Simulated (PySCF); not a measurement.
## Basis-set dependence of PbI at MP2

PySCF, UHF reference; doublet, unpaired electrons π ↑; De to Pb + I without counterpoise correction. Frozen cores follow the default of each basis and core potential.

```csv
basis,relativity,functions,Re (Å),ωe (cm⁻¹),De (eV),frozen orbitals
cc-pVDZ-PP,scalar-relativistic core potentials,46,2.838,168,2.59,8
def2-SVP,scalar-relativistic core potentials,52,2.835,168,2.60,8
def2-TZVPP,scalar-relativistic core potentials,100,2.782,171,2.99,8
```

Q: How does each smaller set differ from the one with most functions, def2-TZVPP?

A: cc-pVDZ-PP: +5.6 pm, -1.8 % in ωe, -0.40 eV in De; def2-SVP: +5.3 pm, -1.8 % in ωe, -0.39 eV in De. All at MP2; the set with most functions is neither the basis-set limit nor always the best.

Correlated steps freeze 8 core orbitals. Correlated levels converge slowly with the basis: in double zeta they bind strong bonds too weakly, by up to about 1 eV, and carry superposition errors of some tenths. These are scalar-relativistic numbers at best; spin–orbit coupling would shift them, the dissociation energy most. The state was picked by a PBE0 search and need not be the measured ground state.
